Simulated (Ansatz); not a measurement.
Program: Ansatz. Geometries: PBE0-D4/def2-TZVP. ΔE: electronic, gas phase. CCSD(T)/CBS adds triple-zeta CCSD(T) − MP2 to the extrapolated MP2 energy (def2 sets, frozen cores). This one scheme is used for every species. DFT in def2-TZVPP. B3LYP here is the variant with VWN-RPA as its local correlation; programs differ in this. For Ge outer-core shells are correlated without core-valence functions, which leaves a few kJ/mol of doubt a bond. Scalar relativity is left out up to krypton. One conformer a species, not always the lowest.

Consider the ligand exchange at the Si–O bond: `C=C[SiH2]O[SiH2]F` + `[OH][GeH3]` → `F[SiH2][O][GeH3]` + `C=C[SiH2]O`.

`C=C[SiH2]O[SiH2]F`:

Z-matrix (Å, degrees):
```
Si
C 1 1.850
O 1 1.643 2 108.2
H 1 1.486 2 110.9 3 119.6
H 1 1.489 2 110.8 3 -119.9
C 2 1.330 1 123.1 3 -0.6
H 2 1.089 1 118.4 3 179.5
Si 3 1.615 1 147.9 2 -145.9
H 6 1.086 2 121.4 1 -0.0
H 6 1.086 2 122.2 1 -179.9
F 8 1.594 3 109.7 1 -76.8
H 8 1.477 3 108.6 1 165.9
H 8 1.480 3 110.7 1 41.1
```

`[OH][GeH3]`:

Z-matrix (Å, degrees):
```
Ge
O 1 1.783
H 1 1.531 2 104.3
H 1 1.541 2 109.9 3 119.6
H 1 1.541 2 109.9 3 -119.6
H 2 0.959 1 112.7 3 180.0
```

`F[SiH2][O][GeH3]`:

Z-matrix (Å, degrees):
```
Si
O 1 1.614
F 1 1.598 2 110.3
H 1 1.483 2 111.3 3 117.5
H 1 1.477 2 108.6 3 -117.6
Ge 2 1.782 1 136.3 3 -67.1
H 6 1.532 2 105.5 1 -147.5
H 6 1.533 2 107.5 1 92.8
H 6 1.537 2 108.1 1 -27.7
```

`C=C[SiH2]O`:

Z-matrix (Å, degrees):
```
Si
C 1 1.857
O 1 1.649 2 111.4
H 1 1.491 2 108.7 3 122.7
H 1 1.484 2 111.0 3 -117.5
C 2 1.330 1 122.9 3 6.6
H 2 1.090 1 118.9 3 -173.1
H 3 0.958 1 117.3 2 72.7
H 6 1.087 2 121.4 1 0.7
H 6 1.086 2 122.4 1 -179.7
```

```
         level  ΔE (kJ/mol)
       PBE0-D4          1.4
    r2SCANh-D4          1.3
  CAM-B3LYP-D4          2.1
          BLYP          1.2
          PBE0          0.4
         B3LYP          1.2
   HF/def2-SVP          0.1
MP2/def2-QZVPP          0.7
```

(1) What does CCSD(T)/CBS give? (Best estimate.)

Largest T1 diagnostic among the species: 0.012.

Results:

(1) Computed: +1.1 kJ/mol. The listed levels differ from it by 0.3, 0.2, 1.0, 0.1, -0.7, 0.1, -1.0, -0.4 kJ/mol.

Leaving LDA and LC-ωPBE aside and taking each functional with its dispersion term where it has one, the values, not all of them listed here, spread over 2.7 kJ/mol, from PBE-QIDH to BLYP-D4.
